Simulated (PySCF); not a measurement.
Correlation energy of Si⁺ (silicon, charge +1)

[Ne] 3s2 3p1, 2P determinant. All numbers are calculated (PySCF 2.14, the non-relativistic Hamiltonian (point nucleus), in cc-pV(D+d)Z). Frozen: [Ne]; 3 electrons correlated.

MP2 pair energies summed by pair of shells (mhartree):

```json
{"pair": "3s-3s", "energy": "-20.46", "share (%)": "58.1"}
{"pair": "3s-3p", "energy": "-14.74", "share (%)": "41.9"}
```

Total MP2 correlation energy: -35.20 mhartree.

Same-spin part -2.24 and opposite-spin part -32.96 mhartree; SCS-MP2 scales them by 1/3 and 6/5 to -40.29 mhartree.

```
  level  correlation energy (mhartree)
   CCSD                         -54.06
    (T)                          -0.68
CCSD(T)                         -54.74
```

Diagnostics: T1 = 0.012, D1 = 0.0293, largest double amplitude 0.109.

Cost of the coupled-cluster step: 0.07 s of wall time on 1 thread of Intel(R) Xeon(R) 6975P-C (shared host), for 3 correlated electrons.

Iterations:

```
CC2 = 0
CCSD nocc = (np.int64(2), np.int64(1)), nmo = (18, 18)
frozen orbitals [[0, 1, 2, 3, 4], [0, 1, 2, 3, 4]]
max_cycle = 100
direct = 0
conv_tol = 1e-08
conv_tol_normt = 1e-06
diis_space = 8
diis_start_cycle = 0
Init t2, MP2 energy = -0.0351989951314001
Init E_corr(UCCSD) = -0.0351989951323737
cycle = 1  E_corr(UCCSD) = -0.0468867007533132  dE = -0.0116877056  norm(t1,t2) = 0.0579112
cycle = 2  E_corr(UCCSD) = -0.0510704158657728  dE = -0.00418371511  norm(t1,t2) = 0.0248405
cycle = 3  E_corr(UCCSD) = -0.0540576189516044  dE = -0.00298720309  norm(t1,t2) = 0.0115984
cycle = 4  E_corr(UCCSD) = -0.0540378056154719  dE = 1.98133361e-05  norm(t1,t2) = 0.00154361
cycle = 5  E_corr(UCCSD) = -0.0540670266194823  dE = -2.9221004e-05  norm(t1,t2) = 0.000198245
cycle = 6  E_corr(UCCSD) = -0.0540569712731304  dE = 1.00553464e-05  norm(t1,t2) = 3.75004e-05
cycle = 7  E_corr(UCCSD) = -0.0540616290861881  dE = -4.65781306e-06  norm(t1,t2) = 1.33962e-05
cycle = 8  E_corr(UCCSD) = -0.0540603927792471  dE = 1.23630694e-06  norm(t1,t2) = 4.35434e-06
cycle = 9  E_corr(UCCSD) = -0.0540604109728626  dE = -1.81936156e-08  norm(t1,t2) = 3.32185e-07
cycle = 10  E_corr(UCCSD) = -0.0540604215038272  dE = -1.05309646e-08  norm(t1,t2) = 6.45153e-08
cycle = 11  E_corr(UCCSD) = -0.0540604200290169  dE = 1.47481032e-09  norm(t1,t2) = 2.81715e-08
UCCSD converged
E(UCCSD) = -288.623484244999  E_corr = -0.0540604200290169
UCCSD(T) correction = -0.000676564222166461
```
